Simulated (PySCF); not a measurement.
Compound: C5H6O2.
SMILES: `C=C[C@H]1OCC1=O`

The closed-shell SCF was solved with PySCF and density fitting under several settings on one GFN2-xTB geometry (grid level 2 and gas phase unless stated).

```tsv
settings	basis functions	SCF cycles	E (Eh)	HOMO (eV)	LUMO (eV)	dipole (D)
PBE0/pcSseg-1	149	14	-344.0886	-7.36	-1.09	0.86
PBE0/def2-SVPD	194	14	-343.8927	-7.42	-1.22	1.08
```

Task: Estimate the rows for these settings: (1) revPBE/IGLO-II, energy threshold 1e-11 Eh; (2) OPBE/IGLO-II, IEF-PCM water, damping 0.2 at the start, DIIS from the seventh cycle, start guess sap.

Result: 
```tsv
settings	basis functions	SCF cycles	E (Eh)	HOMO (eV)	LUMO (eV)	dipole (D)
revPBE/IGLO-II, energy threshold 1e-11 Eh	190	15	-344.5105	-5.92	-2.12	0.79
OPBE/IGLO-II, IEF-PCM water, damping 0.2 at the start, DIIS from the seventh cycle, start guess sap	190	23	-344.4584	-5.89	-2.03	0.98
```

Task: Over all rows, what range does the HOMO–LUMO gap span?

Result: From 3.80 eV (revPBE/IGLO-II, energy threshold 1e-11 Eh) to 6.27 eV (PBE0/pcSseg-1). The functional of the narrowest has no exact exchange, that of the widest 25 % exact exchange.

Task: Compare two rows with the functional PBE0: PBE0/pcSseg-1 and PBE0/def2-SVPD. Which energy is lower, and by how much?

Result: PBE0/pcSseg-1 (149 functions) lies 0.1959 Eh or 123 kcal/mol below PBE0/def2-SVPD (194 functions). The smaller set gives the lower energy; the two sets aren't nested, so the variational bound doesn't order them by size.

Whole jobs, the steps after the SCF included, on one thread of an Arm Neoverse V2 (shared host):

```tsv
settings	work after the SCF	wall time	peak memory
PBE0/pcSseg-1	shieldings, ring-centre shieldings, charges and field gradients, density and orbital grids written	16 s	0.67 GiB
PBE0/def2-SVPD	6 singlets by full TDDFT, 2 Tamm–Dancoff triplets, polarisability, density and orbital grids written	25 s	0.78 GiB
revPBE/IGLO-II, energy threshold 1e-11 Eh	12 singlets by TDA, 2 Tamm–Dancoff triplets, polarisability	24 s	0.57 GiB
OPBE/IGLO-II, IEF-PCM water, damping 0.2 at the start, DIIS from the seventh cycle, start guess sap	12 singlets by full TDDFT, 2 Tamm–Dancoff triplets, polarisability	26 s	0.78 GiB
```

Cycle counts include a coarse-grid stage where the run had one. The structure is a single GFN2-xTB conformer; no vibrational corrections.

Conformer computed: `[CH2:1]=[CH:2][C@H:3]1[O:4][CH2:5][C:6]1=[O:7]`: C1–C2–C3–O4 1°.
